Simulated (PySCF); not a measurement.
Input file for PySCF: D3(BJ) and D4 dispersion corrections on C2H4OS (a complex), monomers drawn apart or pushed together.

```python
from pyscf import gto
from pyscf.dispersion import dftd3, dftd4

mol = gto.M(
    atom='''
    C     0.05611706    0.10762318    0.88784107
    O    -0.74108450    0.26186650    0.10879923
    C     0.06319593   -0.72439866    5.74335464
    S    -1.38125434    0.33884973    5.42284126
    H     0.59977694   -0.40117898    6.63263960
    H    -0.32998282   -1.72506803    5.91472565
    H     0.72726669   -0.74706833    4.88218063
    H    -0.70619022    1.48620366    5.24673111
    ''',
    basis='def2-svp',
    charge=0, spin=0, verbose=0, max_memory=1800)
d3, d4 = {}, {}
for xc in ['hf', 'pbe', 'blyp', 'revpbe', 'tpss', 'r2scan', 'b3lyp', 'pbe0', 'bhlyp', 'camb3lyp', 'b2plyp']:
    d3[xc] = float(dftd3.DFTD3Dispersion(mol, xc=xc, version='d3bj', atm=False).get_dispersion()['energy'])
    print(f'D3(BJ) {xc:10s} {d3[xc]:14.8f} Eh')
for xc in ['hf', 'pbe', 'blyp', 'revpbe', 'tpss', 'r2scan', 'b3lyp', 'pbe0', 'bhlyp', 'camb3lyp', 'b2plyp']:
    d4[xc] = float(dftd4.DFTD4Dispersion(mol, xc={'camb3lyp': 'cam-b3lyp'}.get(xc, xc), atm=True).get_dispersion()['energy'])
    print(f'D4     {xc:10s} {d4[xc]:14.8f} Eh')
```

Program output:

```
D3(BJ) hf            -0.03452288 Eh
D3(BJ) pbe           -0.00378877 Eh
D3(BJ) blyp          -0.00796948 Eh
D3(BJ) revpbe        -0.00980207 Eh
D3(BJ) tpss          -0.00471132 Eh
D3(BJ) r2scan        -0.00111257 Eh
D3(BJ) b3lyp         -0.00649766 Eh
D3(BJ) pbe0          -0.00323806 Eh
D3(BJ) bhlyp         -0.00504264 Eh
D3(BJ) camb3lyp      -0.00289813 Eh
D3(BJ) b2plyp        -0.00297004 Eh
D4     hf            -0.01226200 Eh
D4     pbe           -0.00315154 Eh
D4     blyp          -0.00703583 Eh
D4     revpbe        -0.01083626 Eh
D4     tpss          -0.00424263 Eh
D4     r2scan        -0.00085815 Eh
D4     b3lyp         -0.00501877 Eh
D4     pbe0          -0.00265131 Eh
D4     bhlyp         -0.00359032 Eh
D4     camb3lyp      -0.00266337 Eh
D4     b2plyp        -0.00219259 Eh
```

The run finished.

Cost: very roughly 0.010 core-seconds.
